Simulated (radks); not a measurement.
Problem. Species: Al V. Configuration: [He] 2s2 2p5. Method: non-relativistic Kohn-Sham, PBE, spin-unpolarised, spherical densities, point nucleus; computed with a radial shooting solver on a logarithmic mesh with Libxc functionals. Some entries of the table are withheld. Estimate them.

| orbital | occ. | eigenvalue (eV) | <1/r> (bohr^-1) | r(max) (bohr) |
|---|---|---|---|---|
| 1s | 2 | -1587.110 | (1) | (2) |
| 2s | 2 | (3) | 2.414 | (4) |
| 2p | 5 | (5) | (6) | 0.4163 |

Solution. 
(1) 1s <1/r> (bohr^-1): 12.58
(2) 1s r(max) (bohr): 0.07868
(3) 2s eigenvalue (eV): -175.7667
(4) 2s r(max) (bohr): 0.4892
(5) 2p eigenvalue (eV): -138.6475
(6) 2p <1/r> (bohr^-1): 2.314
